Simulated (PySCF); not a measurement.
# Trend along the third period: MCs cations

CCSD(T) with double-zeta basis sets in PySCF, for the lowest determinant that a PBE0 search found; no spin–orbit coupling. De refers to high-spin ground-configuration atoms (the charge goes to the atom of lower measured ionisation energy or higher electron affinity, which is not always the lowest computed limit).

```json
{"M": "Na", "basis": "def2-SVP", "reference, frozen orbitals": "UHF, 1", "charged atom": "Cs+", "state (unpaired electrons)": "doublet (σ ↑)", "Re (Å)": "4.632", "ωe (cm⁻¹)": "62.4", "De (eV)": "0.37"}
{"M": "Mg", "basis": "def2-SVPD", "reference, frozen orbitals": "RHF, 1", "charged atom": "Cs+", "state (unpaired electrons)": "singlet (closed shell)", "Re (Å)": "4.313", "ωe (cm⁻¹)": "68.2", "De (eV)": "0.22"}
{"M": "Al", "basis": "def2-SVPD", "reference, frozen orbitals": "UHF, 5", "charged atom": "Cs+", "state (unpaired electrons)": "doublet (σ ↑)", "Re (Å)": "4.432", "ωe (cm⁻¹)": "67.3", "De (eV)": "0.38"}
{"M": "P", "basis": "def2-SVP", "reference, frozen orbitals": "UHF, 5", "charged atom": "Cs+", "state (unpaired electrons)": "quartet (σ ↑, π ↑↑)", "Re (Å)": "3.988", "ωe (cm⁻¹)": "57.7", "De (eV)": "0.13"}
{"M": "S", "basis": "def2-SVP", "reference, frozen orbitals": "UHF, 5", "charged atom": "Cs+", "state (unpaired electrons)": "triplet (π ↑↑)", "Re (Å)": "3.772", "ωe (cm⁻¹)": "85.3", "De (eV)": "0.31"}
{"M": "Cl", "basis": "def2-SVP", "reference, frozen orbitals": "UHF, 5", "charged atom": "Cs+", "state (unpaired electrons)": "doublet (π ↑)", "Re (Å)": "3.655", "ωe (cm⁻¹)": "80.1", "De (eV)": "0.24"}
```

The shortest bond is that of CsCl⁺ (3.655 Å), the longest that of CsNa⁺ (4.632 Å).

The rows differ in basis set, which adds steps of its own.

The state changes along the series, so neighbouring rows are not always alike in their bonding.

Correlated steps freeze the inner cores (1 to 5 orbitals); shallow outer-core shells are correlated. Weak bonds: CsAl⁺, CsCl⁺, CsMg⁺, CsNa⁺, CsP⁺, CsS⁺. Basis-set superposition, not corrected here, can be much of De in a small basis, most of all at correlated wavefunction levels. These are scalar-relativistic numbers at best; spin–orbit coupling would shift them, the dissociation energy most. For an ion De counts to the pair picked by the measured ionisation energies or electron affinities, which need not be the lowest pair at this level. States were picked by a PBE0 search and need not be the measured ground states.
